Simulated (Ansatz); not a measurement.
Compare A (`CC[SiH2][SiH3]`) with its isomer B (`CC([SiH3])[SiH3]`).

Program: Ansatz. Geometries: PBE0-D4/def2-TZVP. ΔE: electronic, gas phase. CBS: MP2 limit from def2 TZ/QZ plus the TZ coupled-cluster correction, frozen cores. Functionals use def2-TZVPP. B3LYP here is the variant with VWN-RPA as its local correlation; programs differ in this. Each species was taken in one conformer, which may not be the lowest.

(1) Which is lower in electronic energy at CCSD(T)/CBS, and by how much? (Best estimate.)

(2) Give E(B) − E(A) in kJ/mol with BLYP-D4, CCSD(T)/def2-TZVPP, r2SCAN-D4, HF/def2-TZVPP, ωB97M-V, PBE-D4, B3LYP-D4. (Best estimate.)

(3) Does the order hold for the free energy at 298.15 K (harmonic terms from PBE0-D4)? (Best estimate.)

Largest T1 diagnostic: 0.011.

Answers

(1) Computed: A, by 1.7 kJ/mol. So small a gap doesn't settle the order.

(2) Ansatz gave: BLYP-D4 6.6, CCSD(T)/def2-TZVPP 1.6, r2SCAN-D4 7.8, HF/def2-TZVPP 1.4, ωB97M-V -1.9, PBE-D4 14.5, B3LYP-D4 5.3. The order is the other way round with ωB97M-V.

(3) The calculation gave: No: G(B) − G(A) = -2.0 kJ/mol, for one conformer each. Modes under 60 cm⁻¹, often nearly free rotors, make the harmonic entropy too high.

From PBE to PBE0 (25 % exact exchange), in def2-TZVPP and without D4, E(B) − E(A) moves by −3.5 kJ/mol. The D4 term adds −4.1 kJ/mol with B3LYP and −1.9 kJ/mol with PBE0; it sums over pairs of atoms, weighted by their polarisabilities, and B3LYP, whose exchange is more repulsive, gets the larger term.
